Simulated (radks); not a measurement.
Lu I, 71 electrons, occupied as [Xe] 4f14 5d1 6s2 (the NIST ground configuration).

All-electron calculation, scalar-relativistic Kohn-Sham, LB94 model potential, spin-polarised, spherical densities, finite nucleus; open shells are filled with parallel spins first (spin-orbit coupling, left out, can overturn this in heavy ions); Fermi nuclear charge, rms radius 5.37 fm. Program: a radial shooting solver on a logarithmic mesh with Libxc functionals.

Energy parts (hartree):
kinetic: 15951.2930
electron-nucleus: -35947.4883
Hartree: 5735.2364
(The LB94 potential has no energy functional, so no total or exchange-correlation energy is given.)

Orbitals (lengths in bohr, moments of r in powers of bohr; r(max) is where P^2 peaks):
orbital  occ.  eigenvalue (hartree)      <r>   r(max)
1s down     1             -2331.826  0.01930  0.01213
1s up       1             -2331.826  0.01930  0.01213
2s up       1             -397.6335  0.08170  0.06924
2s down     1             -397.6332  0.08170  0.06924
2p up       3             -350.1073  0.07276  0.05653
2p down     3             -350.1071  0.07276  0.05653
3s up       1             -90.46718   0.2123   0.1957
3s down     1             -90.46687   0.2123   0.1957
3p up       3             -76.18485   0.2119   0.1931
3p down     3             -76.18449   0.2119   0.1931
3d up       5             -58.98088   0.1920   0.1572
3d down     5             -58.98023   0.1920   0.1572
4s up       1             -18.05154   0.4787   0.4462
4s down     1             -18.05005   0.4787   0.4462
4p up       3             -13.38855   0.5087   0.4675
4p down     3             -13.38730   0.5087   0.4675
4d up       5              -7.29113   0.5482   0.4817
4d down     5              -7.29040   0.5482   0.4817
5s down     1              -2.45143    1.165    1.037
5s up       1              -2.44647    1.165    1.037
5p down     3              -1.35750    1.384    1.192
5p up       3              -1.35303    1.386    1.192
4f down     7              -0.59557   0.7127   0.4695
4f up       7              -0.59470   0.7124   0.4694
6s up       1              -0.29339    3.442    2.888
6s down     1              -0.28058    3.454    2.866
5d up       1              -0.21441    2.496    1.768
5d down     0              -0.20963    2.451    1.751

The highest occupied level is 5d up at -5.834 eV. Summed over all electrons, <r^2> = 67.08 bohr^2, which gives a Langevin (diamagnetic) susceptibility term of -53.1 x 10^-6 cm^3/mol. The density falls to 0.001 e/bohr^3 at r = 4.88 bohr. Spin moment in Bohr magnetons: 1.
